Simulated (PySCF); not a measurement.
Assigning NMR signals

Geometry:
```json
{"atom": "C1", "x (Å)": "-0.988", "y (Å)": "2.008", "z (Å)": "0.064"}
{"atom": "C2", "x (Å)": "-0.700", "y (Å)": "0.540", "z (Å)": "0.015"}
{"atom": "C3", "x (Å)": "-1.696", "y (Å)": "-0.387", "z (Å)": "0.282"}
{"atom": "C4", "x (Å)": "-1.435", "y (Å)": "-1.747", "z (Å)": "0.255"}
{"atom": "C5", "x (Å)": "-0.160", "y (Å)": "-2.199", "z (Å)": "-0.041"}
{"atom": "C6", "x (Å)": "0.844", "y (Å)": "-1.289", "z (Å)": "-0.309"}
{"atom": "C7", "x (Å)": "0.592", "y (Å)": "0.080", "z (Å)": "-0.276"}
{"atom": "P8", "x (Å)": "1.893", "y (Å)": "1.289", "z (Å)": "-0.688"}
{"atom": "P9", "x (Å)": "3.480", "y (Å)": "0.470", "z (Å)": "0.270"}
{"atom": "H10", "x (Å)": "-0.694", "y (Å)": "2.484", "z (Å)": "-0.872"}
{"atom": "H11", "x (Å)": "-2.046", "y (Å)": "2.191", "z (Å)": "0.234"}
{"atom": "H12", "x (Å)": "-0.421", "y (Å)": "2.479", "z (Å)": "0.868"}
{"atom": "H13", "x (Å)": "-2.692", "y (Å)": "-0.038", "z (Å)": "0.513"}
{"atom": "H14", "x (Å)": "-2.226", "y (Å)": "-2.451", "z (Å)": "0.462"}
{"atom": "H15", "x (Å)": "0.052", "y (Å)": "-3.257", "z (Å)": "-0.067"}
{"atom": "H16", "x (Å)": "1.840", "y (Å)": "-1.638", "z (Å)": "-0.551"}
{"atom": "H17", "x (Å)": "4.352", "y (Å)": "1.476", "z (Å)": "-0.167"}
```

Method: structure optimised with GFN2-xTB, shieldings: GIAO PBE0/pcSseg-1, in PySCF 2.14 (one computed conformer, rapidly exchanging positions averaged, no solvent model, non-relativistic Hamiltonian).

Scale: 13C, 1H vs TMS (reference shieldings calculated alike).

(1) Assign these signals to the numbered atoms. 13C{1H} NMR (computed): δ 157.4 (C), 144.4 (C), 139.0 (CH), 134.0 (CH), 133.1 (CH), 132.0 (CH), 25.3 (CH3).

(2) Assign these signals to the numbered atoms. 1H NMR (500 MHz, computed): δ 9.55 (m, 1H), 8.29 (m, 1H), 7.74 (m, 1H), 7.57 (m, 1H), 7.53 (m, 1H), 2.73 (s, 3H).

## Answers

(1) 
157.4 → C7, carbon bonded to 2 C, P
144.4 → C2, carbon bonded to 3 C
139.0 → C4, carbon bonded to 2 C, H
134.0 → C3, carbon bonded to 2 C, H
133.1 → C6, carbon bonded to 2 C, H
132.0 → C5, carbon bonded to 2 C, H
25.3 → C1, carbon bonded to C, 3 H

C3 and C6; C6 and C5 lie closer than the usual error of such a calculation, so a measured spectrum could show them in the other order.

(2) 
9.55 → H17, hydrogen on a phosphorus bonded to P
8.29 → H16, hydrogen on a carbon bonded to 2 C
7.74 → H14, hydrogen on a carbon bonded to 2 C
7.57 → H15, hydrogen on a carbon bonded to 2 C
7.53 → H13, hydrogen on a carbon bonded to 2 C
2.73 → H10/H11/H12, hydrogen on a carbon bonded to C

H15 and H13 lie closer than the usual error of such a calculation, so a measured spectrum could show them in the other order.

Splittings by 31P in the carbon and heteronuclear signals aren't shown, as no couplings were computed. Shifts are as computed. Against solution values, carbons near 30 ppm lie about +3 ppm off and those near 130 ppm about +5 ppm. Of 1211 compounds with measured shifts, 218 miss one by over three times the rms of a fit or turn the order of signals round; such compounds aren't used in these exercises. No couplings were computed; multiplicities are counted from neighbouring protons, with m where these are inequivalent, close in shift, in a saturated or five-membered ring or joined by F or P, and br s for small geminal =CH2 splittings.
